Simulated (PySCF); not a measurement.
H₄O, SMILES [OH4+2], charge +2. The structure is a stationary point at r2SCAN-D4/def2-TZVPD.

Computed equilibrium geometry at r2SCAN-D4/def2-TZVPD (PySCF confirms it by a frequency run) as bond lengths and angles, and its point group:
point group Td.
Atoms: O1 H2 H3 H4 H5. Bonds (Å): O1–H2 1.044, O1–H3 1.044, O1–H4 1.044, O1–H5 1.044. Angles (°): H2–O1–H3 109.5, H2–O1–H4 109.5, H2–O1–H5 109.5, H3–O1–H4 109.5, H3–O1–H5 109.5, H4–O1–H5 109.5.
Charge +2, spin multiplicity 1.
